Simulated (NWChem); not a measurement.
BH2SOF; SMILES OB(F)S

```xyz
6

B      0.0138    -0.4576     0.0000
F     -1.1188    -1.1691     0.0000
O      1.2227    -1.0722     0.0000
H      1.1325    -2.0385     0.0000
S     -0.1217     1.3612     0.0000
H      1.2067     1.5946     0.0000
```
Atoms are numbered in this order, from 1.

Level: B3LYP/6-31G* (spherical d) (NWChem), optimised geometry, unscaled harmonic frequencies. 

Problem. List the harmonic frequencies with IR intensities, and the thermochemistry.

Solution. 
```tsv
frequency (cm⁻¹)	IR intensity (km/mol)
292	1.3
352	39.0
394	17.2
493	42.7
605	109.0
649	49.5
846	19.2
1006	148.7
1279	338.0
1435	291.6
2700	5.0
3753	63.6
```

- zero-point energy = 19.7 kcal/mol
- thermal correction to the enthalpy at 298.15 K (with zero-point energy) = 23.2 kcal/mol
- heat capacity Cv = 15.1 cal/(mol K)
- entropy at 298.15 K and 1 atm (symmetry number 1) = 69.7 cal/(mol K)
- dipole moment = 2.09 D

Rigid rotor and harmonic oscillator.
